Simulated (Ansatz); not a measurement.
Calculated with Ansatz (gas phase, PBE0-D4/def2-TZVP geometries, no zero-point term in ΔE). CCSD(T)/CBS adds triple-zeta CCSD(T) − MP2 to the extrapolated MP2 energy (def2 sets, frozen cores). This one scheme is used for every species, atoms too. For atomizations the MP2-based limit and the directly extrapolated one differ by several kJ/mol either way, and by 10 to 25 for some Ge, Se and Sn compounds, so smaller differences from it don't rank the levels. DFT in def2-TZVPP. B3LYP here is the variant with VWN-RPA as its local correlation; programs differ in this. No spin–orbit coupling; open shells (•) take unrestricted orbitals. Spin–orbit coupling would lower the free atoms: a little for B, C, O; clearly for Ga. For Ga outer-core shells are correlated without core-valence functions, so the limit isn't a true one: a few kJ/mol of doubt a bond, and 10 to 20 or more in all where bonds break to atoms. Scalar relativity is left out up to krypton. One conformer a species, not always the lowest.

Consider the atomization: `BC[O][GaH2]` → B• + C• + Ga• + 6 H• + O•.

(1) What is ΔE at CCSD(T)/CBS? (Best estimate.)

(2) What do these levels give: LDA (SPW92), revPBE-D4, CAM-B3LYP-D4, ωB97M-V, PBE, r2SCAN, PBE0, B3LYP, r2SCANh, CAM-B3LYP, MP2/def2-SVP, HF/CBS(def2)? (An estimate is asked.)

Largest T1 diagnostic among the species: 0.015.

Answers

(1) Ansatz gave: +783.9 kcal/mol.

(2) Ansatz gave: LDA (SPW92) 894.9, revPBE-D4 774.6, CAM-B3LYP-D4 789.9, ωB97M-V 785.7, PBE 789.0, r2SCAN 788.5, PBE0 778.4, B3LYP 776.6, r2SCANh 783.5, CAM-B3LYP 786.2, MP2/def2-SVP 755.0, HF/CBS(def2) 581.8 kcal/mol.

From PBE to PBE0 (25 % exact exchange), in def2-TZVPP and without D4, ΔE moves by −10.6 kcal/mol: exact exchange takes away binding that semilocal exchange gives to molecules. The D4 term adds +6.9 kcal/mol with B3LYP and +3.6 kcal/mol with PBE0; it sums over pairs of atoms, weighted by their polarisabilities, and B3LYP, whose exchange is more repulsive, gets the larger term. Leaving LDA and LC-ωPBE aside and taking each functional with its dispersion term where it has one, the values, not all of them listed here, spread over 28.2 kcal/mol, from BHLYP-D4 to PBE-D4. LDA lies +105.9 kcal/mol from PBE without D4, its usual overbinding.
